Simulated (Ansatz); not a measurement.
Ansatz (a program for electronic structure) input (CCSD(T)/def2-SVPD):

Ansatz 0.2 input:
```yaml
crystal:
  periodic: [false, false, false]
  atoms:
    - {symbol: Mo, position_ang: [0.11495392, -0.09339998, -0.13010631]}
    - {symbol: O, position_ang: [-1.31108227, -1.00450936, 0.08548339]}
    - {symbol: O, position_ang: [-0.25540295, 1.45359777, -0.74639535]}
    - {symbol: O, position_ang: [0.96297716, 0.04126146, 1.34397011]}
basis:
  gaussian:
    orbitals: def2-SVPD
magnetization: {spin_polarized: false}
correlation: {method: ccsd_t, electrons: outside_noble_gas}
output: {forces: true}
```

End of the output:

```
reference -7942.34543390 eV, -291.8758111806 hartree; 12, 12 occupied and 84, 84 virtual orbitals, 990 factors
densities: 0.61 GiB planned
second order -25.13483543 eV of doubles, -0.00000000 eV of singles
coupled cluster: 0.44 GiB planned
cycle   1  -19.73568170 eV  change     5.4e0 eV  update   3.8e-1
cycle   2  -22.15815250 eV  change    -2.4e0 eV  update   2.8e-1
cycle   3  -22.45034808 eV  change   -2.9e-1 eV  update   4.4e-2
cycle   4  -22.42485178 eV  change    2.5e-2 eV  update   2.1e-2
cycle   5  -22.42873456 eV  change   -3.9e-3 eV  update   8.0e-3
cycle   6  -22.44568801 eV  change   -1.7e-2 eV  update   4.3e-3
cycle   7  -22.43968280 eV  change    6.0e-3 eV  update   2.2e-3
cycle   8  -22.43727752 eV  change    2.4e-3 eV  update   8.2e-4
cycle   9  -22.43849343 eV  change   -1.2e-3 eV  update   3.4e-4
cycle  10  -22.43858124 eV  change   -8.8e-5 eV  update   2.7e-4
cycle  11  -22.43827427 eV  change    3.1e-4 eV  update   1.6e-4
cycle  12  -22.43832014 eV  change   -4.6e-5 eV  update   1.2e-4
cycle  13  -22.43846641 eV  change   -1.5e-4 eV  update   4.3e-5
cycle  14  -22.43840236 eV  change    6.4e-5 eV  update   3.0e-5
cycle  15  -22.43841124 eV  change   -8.9e-6 eV  update   1.4e-5
cycle  16  -22.43843453 eV  change   -2.3e-5 eV  update   6.1e-6
cycle  17  -22.43843149 eV  change    3.0e-6 eV  update   3.6e-6
coupled cluster: 0.44 GiB planned
perturbative correction -1.66829314 eV, -0.0613086422 hartree
the calculation of the forces begins
Total energy: -7966.45215853 eV, -292.7617169706 hartree
Atom 0 at     0.114954    -0.093400    -0.130106 Å, force     0.603475    -0.490324    -0.683024 eV/Å
Atom 1 at    -1.311082    -1.004509     0.085483 Å, force    -0.854906    -0.524496     0.143916 eV/Å
Atom 2 at    -0.255403     1.453598    -0.746395 Å, force    -0.233103     0.923349    -0.346067 eV/Å
Atom 3 at     0.962977     0.041261     1.343970 Å, force     0.484533     0.091472     0.885175 eV/Å
Dipole moment:     0.596726    -0.484839    -0.675382 e Å
```
